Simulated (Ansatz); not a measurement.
Level of theory: frozen-core CCSD(T)/cc-pVTZ // B3LYP-D3(BJ)/def2-TZVP (Ansatz, a program for electronic structure).

Ansatz 0.2 input:
```yaml
crystal:
  periodic: [false, false, false]
  atoms:
    - { symbol: C, position_ang: [-1.237398, -0.038471, 0.457863] }
    - { symbol: C, position_ang: [-0.046398, -0.17689, 0.356347] }
    - { symbol: S, position_ang: [1.608233, -0.497238, 0.286044] }
    - { symbol: H, position_ang: [-2.287761, 0.095668, 0.540697] }
    - { symbol: H, position_ang: [1.963327, 0.616935, -0.382382] }
basis:
  gaussian: { orbitals: cc-pVTZ }
correlation:
  method: ccsd_t
```

Output:

```
Functional definition: HF
698 factors; integrals over basis functions are off by at most 8.8e-4 eV
mean field evaluation 1: about -12906.8441 eV, gradient 2.6e1 eV
mean field evaluation 2: about -12906.8524 eV, gradient 2.6e1 eV
mean field evaluation 4: about -12908.9467 eV, gradient 3.5e0 eV
mean field evaluation 8: about -12908.9974 eV, gradient 2.9e-1 eV
mean field evaluation 16: about -12908.9820 eV, gradient 1.7e0 eV
mean field -12908.99821862 eV, -474.3969345009 hartree, gradient 3.1e-6 eV, S^2 0.000000; 0 other end points of the search recorded, 0 dependent functions left out
7 core orbitals not correlated
reference -12908.99821862 eV, -474.3969345009 hartree; 8, 8 occupied and 107, 107 virtual orbitals, 698 factors
second order -13.03012021 eV of doubles, -0.00000000 eV of singles
cycle   1  -13.16688937 eV  change   -1.4e-1 eV  update   9.0e-2
cycle   2  -13.56850772 eV  change   -4.0e-1 eV  update   2.8e-2
cycle   3  -13.64977698 eV  change   -8.1e-2 eV  update   1.3e-2
cycle   4  -13.64994753 eV  change   -1.7e-4 eV  update   3.8e-3
cycle   5  -13.65211574 eV  change   -2.2e-3 eV  update   1.5e-3
cycle   6  -13.65235018 eV  change   -2.3e-4 eV  update   4.1e-4
cycle   7  -13.65239144 eV  change   -4.1e-5 eV  update   1.3e-4
cycle   8  -13.65241594 eV  change   -2.4e-5 eV  update   5.6e-5
cycle   9  -13.65240610 eV  change    9.8e-6 eV  update   2.1e-5
cycle  10  -13.65239053 eV  change    1.6e-5 eV  update   7.0e-6
perturbative correction -0.71636424 eV, -0.0263259003 hartree
Total energy: -12923.36697339 eV, -474.9249764992 hartree
```

Cost: around 7 core-seconds (rough).
